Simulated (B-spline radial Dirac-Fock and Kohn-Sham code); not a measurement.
## Elastic and transport cross sections of oxygen for positrons

Calculated with a radial B-spline solver, using relativistic (Dirac) partial waves in the static field of the Dirac-Fock atom, without polarisation or absorption potentials. Below a few hundred eV the neglected polarisation potential matters, most of all at small angles. σ_tr1 and σ_tr2 weight the cross section with 1 − P₁ and 1 − P₂ of cos θ; "backward" is the share scattered beyond 90°.

```
energy (eV)  σ (a₀²)  σ_tr1 (a₀²)  σ_tr2 (a₀²)  σ/σ_tr1  backward (%)
        120     4.63         1.37         2.40     3.37           7.9
        189     3.88        0.928         1.70     4.18           5.8
        248     3.45        0.714         1.35     4.83           4.7
        361     2.88        0.480        0.948     6.00           3.4
        374     2.83        0.462        0.915     6.13           3.3
        409        ?            ?            ?        ?             ?
        859     1.75        0.165        0.354     10.6           1.5
       1100     1.48        0.117        0.257     12.7           1.2
       1970    0.966       0.0500        0.114     19.3          0.68
      26200    0.100     0.000661      0.00167      152         0.052
      34400   0.0786     0.000408      0.00104      193         0.038
      41000   0.0673     0.000299     0.000769      225         0.031
      97100   0.0331     6.58e-05     0.000174      503         0.011
     129000   0.0269     4.04e-05     0.000108      665        0.0076
     135000   0.0261     3.74e-05     0.000100      696        0.0071
     137000   0.0258     3.65e-05     9.77e-05      707        0.0070
```

Q: Fill in the row for 409 eV.

A: σ = 2.70 a₀², σ_tr1 = 0.417 a₀², σ_tr2 = 0.834 a₀², σ/σ_tr1 = 6.48, backward 3.0 %. The ratio σ/σ_tr1 is roughly the number of elastic collisions that randomise the direction.
